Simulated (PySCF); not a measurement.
## Bond energies at MP2/def2-TZVPP beside a composite method

PySCF, lowest determinants of a PBE0 search. The composite is CCSD(T) extrapolated to the basis-set limit from two correlation-consistent sets, with core-valence (CV) and scalar-relativistic (SR) terms as its label shows; it has no spin–orbit coupling and nothing beyond (T).

```
species  state (unpaired electrons)  De MP2 (eV)  De composite (eV)              composite  dissociates to
    SiH               doublet (π ↑)         2.94               3.20  CCSD(T)/CBS(TQ)+CV+SR          Si + H
    Na2      singlet (closed shell)         0.52               0.75     CCSD(T)/CBS(DT)+SR         Na + Na
    Mg2      singlet (closed shell)         0.04               0.05     CCSD(T)/CBS(DT)+SR         Mg + Mg
   PbBr               doublet (π ↑)         3.41               3.33        CCSD(T)/CBS(DT)         Pb + Br
     IF      singlet (closed shell)         2.98               2.98     CCSD(T)/CBS(TQ)+CV           I + F
    SbI              triplet (π ↑↑)         2.16               2.20        CCSD(T)/CBS(DT)          Sb + I
    NaI      singlet (closed shell)         3.34               3.34     CCSD(T)/CBS(DT)+CV          Na + I
    TeF               doublet (π ↑)         3.51               3.58     CCSD(T)/CBS(TQ)+CV          Te + F
```

Question: Does MP2 bind more or less than the composite, by how much on average, and where is the difference largest?

Answer: MP2/def2-TZVPP binds less on average, method and basis taken together: the mean signed difference is -0.07 eV and the mean absolute one 0.09 eV; it is largest for SiH (-0.26 eV).

The molecules are drawn from runs that passed checks on state, spin purity and fit, so the hardest cases are missing and the errors look smaller than over all diatomics.

Correlated steps freeze the inner cores (2 to 13 orbitals); shallow outer-core shells are correlated. UHF and ROHF references stand side by side, which adds small steps between rows. Weak bonds: Mg2. Basis-set superposition, not corrected here, can be much of De in a small basis, most of all at correlated wavefunction levels. Spin–orbit coupling is left out, which matters for elements this heavy, above all for dissociation energies. Where the molecule has an RHF reference, its open-shell atoms are computed with UHF. States were picked by a PBE0 search and need not be the measured ground states.
